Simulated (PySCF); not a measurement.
Compound: C₆H₉S (charge -1).
SMILES with atom numbers: `[CH2:1]=[C:2]([CH3:3])[C@@H:4]1[CH2:5][C@@H:6]1[S-:7]`

Structure used (GFN2-xTB), in Å, numbered top down from 1:
```xyz
16
C6H9S angstrom
C     -1.4386    1.6191   -0.4031
C     -0.7555    0.5217   -0.0598
C     -1.2681   -0.4341    0.9635
C      0.5670    0.2536   -0.6278
C      1.1339   -1.1334   -0.8247
C      1.7802   -0.2406    0.1875
S      1.8092   -0.6083    1.9066
H     -2.3958    1.8545    0.0348
H     -1.0572    2.3294   -1.1205
H     -2.1601   -0.0491    1.4548
H     -1.5015   -1.4029    0.5198
H     -0.4690   -0.5936    1.7012
H      0.8390    0.9674   -1.4056
H      0.5601   -1.9659   -0.4446
H      1.6402   -1.3447   -1.7614
H      2.7087    0.2359   -0.1323
```

Probes without a nucleus sit at each ring's centroid and 1 Å off its mean plane on both sides; NICS is minus the shielding there, NICSzz its component along the normal. Level: GIAO PBE0/pcSseg-1 (PySCF, non-relativistic, gas phase) on the GFN2-xTB geometry, one conformer.

Ring bond lengths (Å), with Mayer bond orders in brackets: C4–C5 1.511 (0.93), C5–C6 1.497 (0.90), C6–C4 1.543 (0.84).

Task: Give the NICS values of each ring in ppm.

Result: 
| ring | type | NICS(0) | NICS(1), two faces | NICS(1)zz, two faces | rms pucker (Å) | centre to ring atoms, mean (Å) |
| --- | --- | --- | --- | --- | --- | --- |
| C4–C5–C6 | 3-membered carbocycle; formal bonds all single | -41.0 | -8.2 / -7.8 | -22.7 / -19.1 | 0.00 | 0.88 |

Task: What can be read from them?

Result: 
- C4–C5–C6: mean NICS(1)zz -20.9 ppm, shielded. C4, C5, C6 have four or more neighbours; no verdict on aromaticity is drawn. The two faces differ by 3.6 ppm, so no symmetry operation interchanges them. NICS(0) lies 33 ppm below the mean NICS(1).

Task: At the second NICS(1) probe listed for ring C4–C5–C6, 1 Å off the ring, how large is the induced field along the normal in 11.7 T applied along it?

Result: NICSzz × B0 = -19.1 ppm × 11.7 T = -223 μT, against the applied field.

Time: 23 s wall; peak memory 0.77 GiB. Hardware: Arm Neoverse V1, one thread, shared host. This is the whole shielding run at PBE0/pcSseg-1, SCF included.
